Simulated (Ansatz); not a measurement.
Basis-set series for Br₂F₂Sn, SMILES `[F][Sn]([F])([Br])[Br]`. The species carries charge 0 and has multiplicity 1. Sn takes the def2 core potential. The geometry is a stationary point of PBE0-D4/def2-TZVP.

```xyz
5

F     0.237    0.467   -1.852
Sn    0.005   -0.032   -0.043
F    -0.032   -1.923   -0.077
Br    1.925    0.700    1.235
Br   -2.135    0.788    0.737
```

```csv
functional,basis,functions,energy (Eh),HOMO (eV),LUMO (eV)
PBE0-D4,def2-TZVPP,208,-5561.77739,-9.45,-3.39
PBE0-D4,def2-QZVPP,374,-5561.89781,-9.45,-3.39
ωB97M-V,def2-TZVPP,208,-5562.17511,-11.65,-1.36
ωB97M-V,def2-QZVPP,374,-5562.29082,-11.66,-1.40
```

Question: Give the rows for def2-SVP. (Best estimate.)

Answer: The calculation gave: 
```csv
functional,basis,functions,energy (Eh),HOMO (eV),LUMO (eV)
PBE0-D4,def2-SVP,118,-5560.87748,-9.35,-3.30
ωB97M-V,def2-SVP,118,-5561.27374,-11.53,-1.20
```

Scalar relativity is left out up to krypton.

All numbers were calculated with Ansatz.
